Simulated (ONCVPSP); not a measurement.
Ba: excitation energies, all-electron against ONCV

Ba, optimised norm-conserving Vanderbilt (ONCV), made with ONCVPSP 4.0.1 (PBE, scalar-relativistic). Core [Kr] 4d10, reference 5s2 5p6 6s2. Waves: 5s+6s: rc 2.70 bohr, ncon 3, nbas 7, qcut 5.3 1/bohr, 2 projectors; 5p: rc 2.05 bohr, ncon 4, nbas 7, qcut 4.4 1/bohr, 2 projectors, debl 2 Ha; d scattering state at 0.25 Ha: rc 2.45 bohr, ncon 4, nbas 8, qcut 3.4 1/bohr, 1 projector. Local part: polynomial inside 1.80 bohr (lpopt 5, dvloc0 6 Ha). Core correction: none.

In the d channel the program set the typed energies aside and used 0.050 Ha.

Energies are relative to the spin-unpolarised reference configuration 5s2 5p6 6s2; without spin polarisation the order of configurations can differ from experiment.

| valence configuration | charge | ΔE all-electron (eV) | error AE − PS (meV) |
| --- | --- | --- | --- |
| 5s2 5p6 6s0 | +2 | 15.344 | -1.7 |
| 5s2 5p6 6s1.5 | +0.5 | 2.136 | -0.2 |
| 5s1 5p6 6s2 | +1 | 38.799 | -81 |

**Question.** What are ΔE and the potential's error for 5s2 5p6 6s1?

**Answer.** ΔE = 5.362 eV all-electron; the error (AE − PS) is -0.6 meV.

Levels in the configuration 5s2 5p6 6s1.5:

```csv
level,all-electron (eV),pseudo (eV)
5s,-36.372,-36.374
5p,-21.418,-21.418
6s,-5.341,-5.341
```
